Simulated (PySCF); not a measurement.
**Electronic structure of V (vanadium, neutral) at the UHF level**

Configuration: [Ar] 3d3 4s2, high-spin 4F determinant. Calculation: PySCF 2.14, in def2-TZVP; the non-relativistic Hamiltonian (point nucleus).

```
Total energy                                     : -942.872327 hartree
One-electron energy                              : -1294.3600 hartree
Hartree (Coulomb) energy                         : 395.7145 hartree
Exchange energy                                  : -44.2269 hartree
Kinetic energy                                   : 942.85313 hartree
⟨S²⟩                                             : 3.7618
⟨L²⟩                                             : 12.024
Sum of ⟨r⟩                                       : 21.69 bohr
Sum of ⟨r²⟩                                      : 47.56 bohr²
Density at the nucleus (Gaussians lack the cusp) : 7960 bohr⁻³
Spin density at the nucleus                      : 0.414 bohr⁻³
Langevin diamagnetic susceptibility              : -37.7 ×10⁻⁶ cm³/mol
Time after the integrals                         : 0.19 s of wall time on 1 thread of Neoverse-V2 (shared host)
```

```tsv
shell	electrons	mean orbital energy (hartree)	rms radius, mean of both spins (bohr)
1s α	1	-201.50280	0.0776
1s β	1	-201.50185	0.0776
2s α	1	-23.90520	0.335
2s β	1	-23.84457	0.335
2p α	3	-20.05275	0.304
2p β	3	-19.99254	0.304
3s α	1	-3.28917	1.03
3s β	1	-3.07808	1.03
3p α	3	-2.14980	1.11
3p β	3	-1.89132	1.11
3d α	3	-0.51368	1.50
4s α	1	-0.24687	3.90
4s β	1	-0.21587	3.90
```
